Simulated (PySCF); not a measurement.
A PySCF script (with the pyscf-properties extension) for the NMR shieldings of SMILES C(=C/B)/CCC#C, C$_{6}$H$_{9}$B, on a GFN2-xTB geometry:

```python
import basis_set_exchange as bse
import numpy as np
from pyscf import gto, dft
from pyscf.prop import nmr

atoms = """
B    -2.803563   -0.621458   -0.443079
C    -1.435786   -1.326445   -0.414163
C    -0.278608   -0.862843    0.082474
C    -0.049863    0.462208    0.725563
C     0.974929    1.290063   -0.073916
C     2.288183    0.679991   -0.066013
C     3.368333    0.166322   -0.031327
H    -2.968548    0.449155   -0.000384
H    -3.713409   -1.171258   -0.933710
H    -1.379490   -2.320034   -0.850100
H     0.620925   -1.468728    0.015881
H     0.346707    0.301871    1.732935
H    -0.980028    1.022339    0.800978
H     0.632103    1.395092   -1.107336
H     1.051593    2.289067    0.365280
H     4.318922   -0.276399   -0.012045
"""
names = dict.fromkeys(["B", "C", "H"], "pcSseg-1")
basis = {el: gto.basis.parse(bse.get_basis(n, elements=[el], fmt="nwchem")) for el, n in names.items()}
mol = gto.M(atom=atoms, basis=basis, charge=0, verbose=0)
mf = dft.RKS(mol, xc="PBE0")
mf.grids.level = 2
mf.grids.alignment = dft.numint.BLKSIZE   # the property module wants whole blocks of grid points
mf.conv_tol = 1e-9
mf.kernel()

calc = nmr.RKS(mf)   # GIAO
C = mf.mo_coeff
Co = C[:, mf.mo_occ > 0]
resp = mf.gen_response(singlet=True, hermi=2)
def vind(x):   # induced exchange potential for any number of trial vectors
    d = np.einsum("pi,xij,qj->xpq", C, 2 * x.reshape(-1, C.shape[1], Co.shape[1]), Co, optimize=True)
    return np.einsum("xpq,pi,qj->xij", resp(d - d.transpose(0, 2, 1)), C, Co, optimize=True).ravel()
mo1, _ = nmr.rhf.solve_mo1(calc, with_cphf=vind)
sigma = calc.kernel(mo1)
for i, s in enumerate(sigma):   # ppm
    w = np.linalg.eigvalsh((s + s.T) / 2)
    print("%2d %-2s iso %8.1f  s11 %8.1f  s22 %8.1f  s33 %8.1f" % (i, mol.atom_pure_symbol(i), w.mean(), *w))
```

Problem. Give the expected output.

Solution. 
```
 0 B  iso     33.1  s11    -24.3  s22    -13.8  s33    137.4
 1 C  iso     45.2  s11    -76.2  s22     34.8  s33    177.0
 2 C  iso      9.1  s11   -117.4  s22     -9.4  s33    154.1
 3 C  iso    151.9  s11    138.4  s22    153.3  s33    164.0
 4 C  iso    165.0  s11    154.0  s22    165.3  s33    175.8
 5 C  iso     98.7  s11     -3.4  s22      5.3  s33    294.4
 6 C  iso    109.9  s11     36.5  s22     40.7  s33    252.6
 7 H  iso     24.4  s11     17.2  s22     27.0  s33     29.1
 8 H  iso     24.8  s11     20.2  s22     26.7  s33     27.6
 9 H  iso     24.4  s11     21.0  s22     23.6  s33     28.5
10 H  iso     23.6  s11     19.5  s22     21.9  s33     29.6
11 H  iso     29.4  s11     26.2  s22     27.8  s33     34.2
12 H  iso     28.3  s11     23.6  s22     26.9  s33     34.3
13 H  iso     29.6  s11     25.1  s22     28.9  s33     34.9
14 H  iso     29.0  s11     23.3  s22     28.3  s33     35.3
15 H  iso     30.2  s11     24.9  s22     25.2  s33     40.4
```

These numbers come from an equivalent density-fitted implementation of the same equations, which agrees with the script to about 0.01 ppm for H and up to a few tenths of a ppm for heavy atoms, so last digits may differ.

Size and cost of the density-fitted run: 164 basis functions, 17 s wall time on 1 thread of an Arm Neoverse V2, shared host; peak memory 0.74 GiB.
